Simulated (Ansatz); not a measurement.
Saddle point of BH4OF3, closed shell (BHF₂ ([F][BH][F]) + H₂O + HF → BHOF₂ ([OH][B]([F])[F]) + HF + H₂; bonds formed: H2–H7, H5–F8; dative contacts that become bonds: B1–O6; bonds broken: B1–H2, H5–O6, H7–F8), PBE0-D4/def2-TZVP structure:

| atom | x (Å) | y (Å) | z (Å) |
| --- | --- | --- | --- |
| B1 | -0.3240 | -0.7891 | 0.0793 |
| H2 | -1.1828 | 0.2774 | 0.3865 |
| F3 | -0.9383 | -1.4071 | -0.9361 |
| F4 | -0.2084 | -1.4472 | 1.2505 |
| H5 | 0.7255 | 0.9592 | -0.4462 |
| O6 | 0.9822 | -0.1826 | -0.3334 |
| H7 | -0.7499 | 1.0438 | 0.0583 |
| F8 | 0.0313 | 1.8921 | -0.3855 |
| H9 | 1.6642 | -0.3464 | 0.3268 |

Energies are electronic, without zero-point energy. Barriers and step energies count from the start structure reached by relaxing down the imaginary mode; all methods use the PBE0-D4 structures, on which another method's saddle can fall below an end. Program: Ansatz 0.2.0. Basis: def2-TZVPP, with def2-QZVPP for the basis limit. Cores are frozen in the correlated methods. B3LYP uses VWN-RPA correlation. Extrapolation: Hartree–Fock as exp(−7.88 √X), correlation as X^−2.97.

```csv
method,barrier (kcal/mol),step energy (kcal/mol)
SPW92,2.36,-8.16
PBE-D4,9.92,-15.84
BLYP-D4,12.81,-19.63
r2SCAN-D4,11.62,-16.93
B97M-V,17.00,-18.28
PBE0-D4,14.00,-16.08
B3LYP-D4,?,-19.14
r2SCAN0-D4,14.94,-16.90
BHLYP-D4,20.56,-19.16
CAM-B3LYP-D4,?,-17.59
wB97X-V,17.20,-16.97
wB97M-V,?,-16.98
B2PLYP,17.23,-18.96
PBE-QIDH,17.09,-16.64
RPA on PBE,18.45,-17.90
HF,31.45,-25.13
MP2,17.77,-18.19
CCSD,21.35,-18.40
CCSD(T),19.14,-17.70
```

Fill in the withheld barriers. (An estimate is asked for; the value comes from the calculation.)

Computed: CAM-B3LYP-D4 15.79; wB97M-V 17.62; B3LYP-D4 15.65 kcal/mol. Each is the energy of the saddle less that of the start structure, by the same method.

For comparison, the barrier by CCSD(T) at an estimated basis limit (MP2 extrapolated from triple and quadruple zeta, plus CCSD(T) − MP2 in triple zeta) is 19.28 kcal/mol.

T1 diagnostic: at most 0.012.

Labels in which every atom is bracketed show which atoms are joined, not bond orders.

For scale, one of the runs: CCSD(T)/def2-TZVPP, 211 basis functions (an equivalent command: `ansatz run in.yaml --threads 4`). Time: 110 s of wall clock on 4 CPU threads; the host was shared. Peak host memory: 3.4 GiB.
